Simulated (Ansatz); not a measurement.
Gas-phase electronic energies from Ansatz, PBE0-D4/def2-TZVP geometries. CCSD(T)/CBS is the MP2 limit (def2-TZVPP, def2-QZVPP) plus CCSD(T) − MP2 in def2-TZVPP, frozen cores. Functionals use def2-TZVPP. For Ge outer-core shells are correlated without core-valence functions, which leaves a few kJ/mol of doubt a bond. Scalar relativity is left out up to krypton. One conformer a species, not always the lowest.

Consider the substitution at a C–Ge bond: `N[CH2][GeH]([F])[SH]` + `[SiH3]S` → `NCS[SiH3]` + `[F][GeH2][SH]`.

`N[CH2][GeH]([F])[SH]`:

Cartesian coordinates in Å:
```
N -0.765 0.788 1.287
C 0.374 0.951 0.403
Ge 0.330 -0.423 -0.990
F -0.350 0.316 -2.418
S -1.008 -2.044 -0.313
H -0.672 -0.041 1.860
H -0.866 1.581 1.907
H 0.285 1.900 -0.132
H 1.361 0.940 0.888
H 1.679 -0.990 -1.461
H -0.366 -2.979 -1.032
```

`[SiH3]S`:

Z-matrix (Å, degrees):
```
Si
S 1 2.137
H 1 1.485 2 111.6
H 1 1.485 2 111.6 3 -122.0
H 1 1.482 2 104.8 3 119.0
H 2 1.344 1 94.7 3 60.9
```

`NCS[SiH3]`:

Z-matrix (Å, degrees):
```
C
S 1 1.833
N 1 1.438 2 108.0
H 1 1.099 2 107.9 3 -125.3
H 1 1.091 2 108.3 3 117.8
Si 2 2.124 1 99.2 3 152.9
H 3 1.012 1 111.1 2 166.9
H 3 1.012 1 111.4 2 -71.6
H 6 1.483 2 106.2 1 -176.4
H 6 1.489 2 110.7 1 -56.6
H 6 1.488 2 112.4 1 63.9
```

`[F][GeH2][SH]`:

```xyz
6

F    -0.413    0.118   -1.819
Ge    0.249   -0.378   -0.287
S     0.208    1.323    1.107
H    -0.651   -1.525    0.182
H     1.713   -0.741   -0.544
H    -1.106    1.204    1.361
```

Is it downhill or uphill in electronic energy at CCSD(T)/CBS, and by how much? (Estimate.)

Ansatz gave: Uphill: ΔE = +0.42 eV.

What do these levels give: PBE0-D4, ωB97X-V, ωB97M-V, PBE, PBE0, MP2/def2-TZVPP? (An estimate is asked.)

Ansatz gave: PBE0-D4 0.37, ωB97X-V 0.39, ωB97M-V 0.40, PBE 0.35, PBE0 0.36, MP2/def2-TZVPP 0.43 eV.

Largest T1 diagnostic among the species: 0.012.

In def2-TZVPP, CCSD(T) changes the Hartree–Fock value by +0.08 eV (the triples alone add −0.01 eV) and MP2 by +0.08 eV.
